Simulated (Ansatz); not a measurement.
Saddle point of GaAsH$_{6}$O$_{2}$, singlet (GaH₃O₂ ([OH][GaH][OH]) + AsH₃ → GaAsH₄O₂ ([OH][Ga]([OH])[AsH2]) + H₂; bonds formed: H2–H5; dative contacts that become bonds: Ga1–As6; bonds broken: Ga1–H2, H5–As6), PBE0-D4/def2-TZVP structure:

Ga1  (0.261, 0.702, 0.212)
H2  (-1.396, 0.501, -0.462)
O3  (1.322, 1.698, -0.836)
O4  (0.425, 0.982, 1.971)
H5  (-1.460, -0.490, -0.975)
As6  (-0.337, -1.674, -0.468)
H7  (1.189, 1.579, -1.778)
H8  (1.018, 1.711, 2.166)
H9  (-1.167, -1.886, 0.778)
H10  (0.143, -3.123, -0.610)
(Å)

Energies are electronic, without zero-point energy. Barriers and step energies count from the start structure reached by relaxing down the imaginary mode; all methods use the PBE0-D4 structures, on which another method's saddle can fall below an end. Program: Ansatz 0.2.0. Basis: def2-TZVPP, with def2-QZVPP for the basis limit. Cores are frozen in the correlated methods. Filled d shells of the heavier atoms are correlated. The def2 sets are not built for correlating such inner shells, so the correlated values are less sure here. B3LYP uses VWN-RPA correlation. Extrapolation: Hartree–Fock as exp(−7.88 √X), correlation as X^−2.97.

```json
{"method": "SPW92", "barrier (kcal/mol)": "30.92", "step energy (kcal/mol)": "-1.52"}
{"method": "PBE-D4", "barrier (kcal/mol)": "?", "step energy (kcal/mol)": "-5.72"}
{"method": "BLYP-D4", "barrier (kcal/mol)": "37.90", "step energy (kcal/mol)": "-6.49"}
{"method": "r2SCAN-D4", "barrier (kcal/mol)": "38.38", "step energy (kcal/mol)": "-4.48"}
{"method": "B97M-V", "barrier (kcal/mol)": "40.52", "step energy (kcal/mol)": "-1.00"}
{"method": "PBE0-D4", "barrier (kcal/mol)": "39.90", "step energy (kcal/mol)": "-3.92"}
{"method": "B3LYP-D4", "barrier (kcal/mol)": "?", "step energy (kcal/mol)": "-4.77"}
{"method": "r2SCAN0-D4", "barrier (kcal/mol)": "42.18", "step energy (kcal/mol)": "-3.47"}
{"method": "BHLYP-D4", "barrier (kcal/mol)": "48.28", "step energy (kcal/mol)": "-2.49"}
{"method": "CAM-B3LYP-D4", "barrier (kcal/mol)": "?", "step energy (kcal/mol)": "-2.62"}
{"method": "wB97X-V", "barrier (kcal/mol)": "46.91", "step energy (kcal/mol)": "-2.55"}
{"method": "wB97M-V", "barrier (kcal/mol)": "45.69", "step energy (kcal/mol)": "-3.74"}
{"method": "B2PLYP", "barrier (kcal/mol)": "43.49", "step energy (kcal/mol)": "-5.06"}
{"method": "PBE-QIDH", "barrier (kcal/mol)": "43.97", "step energy (kcal/mol)": "-3.36"}
{"method": "RPA on PBE", "barrier (kcal/mol)": "44.62", "step energy (kcal/mol)": "-4.01"}
{"method": "HF", "barrier (kcal/mol)": "59.64", "step energy (kcal/mol)": "-1.15"}
{"method": "MP2", "barrier (kcal/mol)": "44.31", "step energy (kcal/mol)": "-5.29"}
{"method": "CCSD", "barrier (kcal/mol)": "47.51", "step energy (kcal/mol)": "-3.03"}
{"method": "CCSD(T)", "barrier (kcal/mol)": "44.60", "step energy (kcal/mol)": "-3.84"}
```

Q: Fill in the withheld barriers. (An estimate is asked for; the value comes from the calculation.)

A: By the calculation: PBE-D4 34.67; B3LYP-D4 41.94; CAM-B3LYP-D4 45.63 kcal/mol. Each is the energy of the saddle less that of the start structure, by the same method.

For comparison, the barrier by CCSD(T) at an estimated basis limit (MP2 extrapolated from triple and quadruple zeta, plus CCSD(T) − MP2 in triple zeta) is 43.99 kcal/mol.

The T1 diagnostic stays at or below 0.014.

Labels in which every atom is bracketed show which atoms are joined, not bond orders.

For scale, one of the runs: CCSD(T)/def2-TZVPP, 242 basis functions, launched by `ansatz run in.yaml --threads 8 --pin off --events-out ev --progress --plain --max-ram 19148MiB`. The run took 76 s on 8 CPU threads of an Intel Xeon Platinum 8488C (shared host), with 5 GiB of host memory at its peak.
